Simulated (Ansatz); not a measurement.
A nudged elastic band was laid between two geometries of CH$_{5}$FGeSSi (10 atoms, charge 0, multiplicity 1).

Theory: RKS PBE-D4/def2-SVP in Ansatz.

```
movable images  : 9
climbing image  : yes
spring          : 5.0 eV/Å²
optimiser       : quadratic models (default)
start path      : through a guess of the saddle point
force threshold : 0.05 eV/Å
iteration limit : 60
end points      : relaxed
```

Image 0:

```xyz
10
Properties=species:S:1:pos:R:3
F -0.965 1.018 2.345
Ge -1.039 -0.102 0.983
C 0.777 -0.506 0.336
Si 0.472 0.373 -1.331
S -1.591 0.972 -0.917
H -2.034 -1.204 1.429
H 1.537 -0.015 0.976
H 1.000 -1.589 0.267
H 0.554 -0.552 -2.514
H 1.372 1.553 -1.572
```

Image 10:

```xyz
10
Properties=species:S:1:pos:R:3
F -0.147 1.733 1.813
Ge -0.626 0.000 1.912
C 0.871 -0.576 0.580
Si 0.256 0.219 -0.979
S -1.950 0.330 -0.575
H -2.147 -1.012 -0.732
H 1.848 -0.181 0.929
H 0.924 -1.683 0.500
H 0.413 -0.533 -2.274
H 0.641 1.652 -1.170
```

(1) What changes between the two ends?

(2) Give the energies along the band, and the barrier.

(3) What is the geometry of the highest image?

(4) What are the harmonic wavenumbers there?

The band took 18 iterations and of the order of 11 core-minutes.

Results:

(1) Bonds broken: Ge2–H6. Bonds formed: S5–H6.

(2) It converged. The highest image is number 4 of 0 to 10, 166.2 kJ/mol above the first end and 102.1 kJ/mol above the last; the last end lies 64.1 kJ/mol above the first. A vibrational analysis at the climbing image gives one clearly imaginary mode, 856i cm⁻¹: a first-order saddle point. The orbitals stay closed-shell, which can raise the energy where a bond breaks towards radicals; this wasn't checked here.

```
image  path coordinate (Å)  energy (kJ/mol)  Ge2–H6 (Å)  S5–H6 (Å)
    0                 0.00              0.0        1.55       3.23
    1                 0.66              1.4        1.55       3.23
    2                 1.32              8.3        1.54       3.12
    3                 1.99             69.8        1.53       2.56
    4                 2.65            166.2        1.62       1.90
    5                 3.29            100.4        2.17       1.40
    6                 3.92             78.6        2.78       1.36
    7                 4.56             70.7        3.18       1.36
    8                 5.20             68.5        3.21       1.36
    9                 5.84             65.8        3.21       1.36
   10                 6.47             64.1        3.21       1.37
```

(3) 
```xyz
10
Properties=species:S:1:pos:R:3:forces:R:3
F -0.886 0.463 2.741 0.00 0.00 0.00
Ge -0.892 -0.508 1.262 0.00 0.00 0.00
C 0.910 -0.394 0.416 0.00 0.00 0.00
Si 0.330 0.260 -1.271 0.00 0.00 0.00
S -1.540 1.159 -0.622 0.00 0.00 -0.01
H -2.117 -0.461 0.197 0.00 0.00 0.00
H 1.440 0.397 0.986 0.00 0.00 0.00
H 1.487 -1.338 0.453 0.00 0.00 0.00
H 0.124 -0.893 -2.216 0.00 0.00 0.00
H 1.226 1.264 -1.944 0.00 0.00 0.00
```

(4) 856i, 85, 136, 192, 242, 249, 462, 497, 574, 600, 659, 674, 679, 738, 803, 914, 928, 952, 1319, 1727, 2154, 2159, 3011, 3093 cm⁻¹.

Run time: 5.7 min on 2 threads of AMD EPYC 7B13 (Zen 3), with other jobs on the host, peak memory 0.2 GiB.
